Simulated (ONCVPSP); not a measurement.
# Before and after: ONCV potential for lanthanum

| Item | Value |
| --- | --- |
| Element | La |
| Generator | ONCVPSP 4.0.1 |
| Type | optimised norm-conserving Vanderbilt (ONCV) |
| Functional | LDA (Perdew-Zunger) |
| Relativity | scalar-relativistic |
| Frozen core | [Kr] 4d10 |
| Valence charge | 11 |
| Reference configuration | 5s2 5p6 5d1 6s1.75 6p0.25 |
| Partial waves | 5s+6s: rc 2.80 bohr, ncon 3, nbas 6, qcut 3.7 1/bohr, 3 projectors, debl 1.3 Ha; 5p+6p: rc 3.55 bohr, ncon 4, nbas 7, qcut 4.9 1/bohr, 2 projectors; 5d: rc 2.55 bohr, ncon 4, nbas 7, qcut 4.5 1/bohr, 3 projectors, debl 1.7 Ha; f scattering state at 0.39 Ha: rc 3.90 bohr, ncon 4, nbas 7, qcut 3.1 1/bohr, 1 projector |
| Local potential | polynomial inside 1.80 bohr (lpopt 2, dvloc0 -1 Ha) |
| Core correction | Teter function, fcfact 4, rcfact 1.75 |

In the f channel the program set the typed energies aside and used -0.179 Ha.

All-electron outer shells of the reference configuration (LDA (Perdew-Zunger), scalar-relativistic, ld1.x):

| shell | level (eV) | outermost node (bohr) | outermost maximum (bohr) |
| --- | --- | --- | --- |
| 4d | -104.12 | 0.32 | 0.68 |
| 5s | -39.35 | 0.77 | 1.41 |
| 5p | -22.76 | 0.83 | 1.58 |
| 6s | -3.99 | 1.86 | 3.74 |
| 5d | -3.44 | 0.95 | 2.24 |
| 6p | -1.56 | 2.20 | 4.93 |

Change: s: qcut 2.3.

Cutoffs: the cutoffs (Ha) at which the residual kinetic energy of the hardest occupied pseudo-wave falls to 1 and 0.1 mHa per electron; they do not see the model core or the augmentation charge, which bear on the density cutoff. Errors are all-electron minus pseudo energies relative to the spin-unpolarised reference configuration.

Q: How do hardness, ghosts and transferability respond?

A: The potential gets harder (5.9 Ha and 7.3 Ha → 5.9 Ha and 10 Ha); the errors of the 4 common tests hardly move; neither file shows a bound ghost.

```tsv
quantity	base	changed
cutoff, loose	5.9 Ha	5.9 Ha
cutoff, tight	7.3 Ha	10 Ha
loose cutoff by channel	s 3.0 Ha, p 5.4 Ha, d 5.9 Ha	s 2.8 Ha, p 5.4 Ha, d 5.9 Ha
bound ghosts	none	none
GHOST(+) flags under 300 eV	s at 114.7 eV	s at 111.4 eV
error for 5s2 5p6 5d1 6s2 6p0, meV [ΔE -0.60 eV]	-0.1	-0.1
error for 5s2 5p6 5d1 6s1 6p0, meV [ΔE 5.56 eV]	-1.8	-1.8
error for 5s2 5p6 5d1 6s0 6p0, meV [ΔE 16.71 eV]	-12	-13
error for 5s2 5p5 5d1 6s2 6p0, meV [ΔE 26.48 eV]	-82	-78
s: phases at 2.84 bohr within 0.05 rad from the reference energy up to (Ha; the scan ends near 5)	3.3	3.2
p: phases at 3.61 bohr within 0.05 rad from the reference energy up to (Ha; the scan ends near 5)	1.7	1.7
d: phases at 2.58 bohr within 0.05 rad from the reference energy up to (Ha; the scan ends near 5)	to the end of the scan	to the end of the scan
f: phases at 3.95 bohr within 0.05 rad from the reference energy up to (Ha; the scan ends near 5)	-0.1	-0.1
rms error of d²Exc/dni dnj with the model core, mHa	1.99	1.99
```
